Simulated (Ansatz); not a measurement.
F₂H₃OScSi (`[F][Sc]([F])[O][SiH3]`). The species carries charge 0 and has multiplicity 1.

| atom | x (Å) | y (Å) | z (Å) |
| --- | --- | --- | --- |
| F1 | -2.283 | 1.934 | -1.347 |
| Sc2 | -1.627 | 1.071 | 0.142 |
| F3 | -2.504 | 1.229 | 1.755 |
| O4 | -0.064 | 0.034 | 0.016 |
| Si5 | 1.299 | -0.858 | -0.111 |
| H6 | 1.216 | -1.752 | -1.297 |
| H7 | 1.486 | -1.694 | 1.105 |
| H8 | 2.478 | 0.036 | -0.263 |

Problem. List the harmonic frequencies (cm⁻¹, unscaled) at PBE0-D4/def2-TZVP in Ansatz. (Estimate.)

Solution. Computed: 7i, 49, 58, 135, 157, 176, 443, 667, 718, 729, 731, 953, 957, 981, 1045, 2216, 2216, 2220.
